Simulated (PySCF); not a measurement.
Delta-SCF ions had no search for a lower state. Excitations are Tamm–Dancoff values on a coarser integration grid. The basis has no diffuse functions, so Rydberg states are missing or too high.

Cartesian coordinates (Å):
```xyz
4

F     -1.4474    -1.2844     0.0063
In    -0.0002    -0.0001     0.0000
F     -0.3881     1.8953    -0.0238
F      1.8357    -0.6108     0.0175
```
Charge 0, multiplicity 1.

What is the computed HOMO–LUMO gap, LUMO, vertical ionisation energy (Delta-SCF), T1 excitation (TDA) and S1 excitation (TDA) (PBE0-D4/def2-TZVP // PBE0-D4/def2-SVP run with PySCF 2.14.0)?


```
Item                                      Result
--------------------------------------  --------
HOMO–LUMO gap                            7.59 eV
LUMO                                    -3.56 eV
vertical ionisation energy (Delta-SCF)  13.53 eV
T1 excitation (TDA)                      5.31 eV
S1 excitation (TDA)                      5.99 eV
```
